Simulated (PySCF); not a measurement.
# Two-component Hartree-Fock for Os⁴⁷⁺ (osmium, charge +47)

Start: [Ar] 3d10 4s1; 4s1/2 filled at m_j = +1/2. Calculated with PySCF 2.14 in an uncontracted even-tempered set (16 s from 6.6 bohr⁻², ratio 2.8; 13 p from 8.5 bohr⁻², ratio 2.8; 8 d from 15 bohr⁻², ratio 2.8; 4 f from 34 bohr⁻², ratio 3): generalised Hartree-Fock with the X2C-1e Hamiltonian and a Gaussian nucleus; one run each with spin-orbit coupling (SO) switched off, then screened by Boettger's factors.

| spinor shell | electrons | ε, spin-free (eV) | ε, screened SO (eV) | weight of nominal j (screened SO) | rms radius, screened SO (bohr) |
| --- | --- | --- | --- | --- | --- |
| 1s1/2 | 2 | -76744.6 | -76721.5 | 1.000 | 0.0200 |
| 2s1/2 | 2 | -15494.3 | -15487.5 | 1.000 | 0.0808 |
| 2p1/2 | 2 | -13815.5 | -14918.9 | 1.000 | 0.0685 |
| 3s1/2 | 2 | -5386.2 | -5384.4 | 1.000 | 0.204 |
| 3p1/2 | 2 | -4882.5 | -5137.2 | 1.000 | 0.195 |
| 3p3/2 | 4 | -4882.5 | -4779.4 | 1.000 | 0.209 |
| 3d3/2 | 4 | -4337.7 | -4383.8 | 1.000 | 0.182 |
| 3d5/2 | 6 | -4337.7 | -4306.2 | 1.000 | 0.186 |
| 4s1/2 | 1 | -2600.6 | -2600.2 | 1.000 | 0.421 |

Question: Where does 2p3/2 lie, and what is the 2p spin-orbit splitting (screened SO)?

Answer: At -13375.1 eV, 1543.8 eV above 2p1/2.

| quantity | spin-free | screened SO |
| --- | --- | --- |
| E (hartree) | -15669.82578 | -15691.67355 |
| M_J | 1/2 | 1/2 |
| ⟨J²⟩ | 0.750 | 0.750 |
| ⟨L²⟩ | 0.000 | 0.069 |
| ⟨S²⟩ | 0.750 | 0.819 |

Each row is a mean over spinors that exchange with the open shell spreads, by up to 6.040 eV (3s1/2).

Breit and QED terms are absent; they matter most for the inner s and p1/2 levels.

Densities and radii are taken from the X2C orbitals without a picture-change correction, which distorts them close to the nucleus.

Without spin-orbit coupling the j labels of p, d and f shells carry no meaning; the spin-free column gives the mean over the occupied spinors of each nl shell.
